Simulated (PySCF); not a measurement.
# UHF on In³⁺ (indium, charge +3)

Configuration: [Kr] 4d10, closed-shell 1S. All numbers are calculated (PySCF 2.14, a scalar-relativistic core potential, in aug-cc-pwCVTZ-PP with ECP28MDF).

| Property | Result |
| --- | --- |
| Total energy | -187.415521 hartree |
| One-electron energy | -312.9637 hartree |
| Hartree (Coulomb) energy | 140.8118 hartree |
| Exchange energy | -15.2636 hartree |
| ⟨S²⟩ | 0.0000 |
| ⟨L²⟩ | 0.000 |
| Sum of ⟨r⟩ | 18.90 bohr |
| Sum of ⟨r²⟩ | 22.92 bohr² |

```csv
shell,electrons,mean orbital energy (hartree),"rms radius, mean of both spins (bohr)"
4s,2,-6.44076,0.913
4p,6,-4.70102,0.993
4d,10,-2.07797,1.24
```

Energies and moments cover only the electrons outside the core potential.
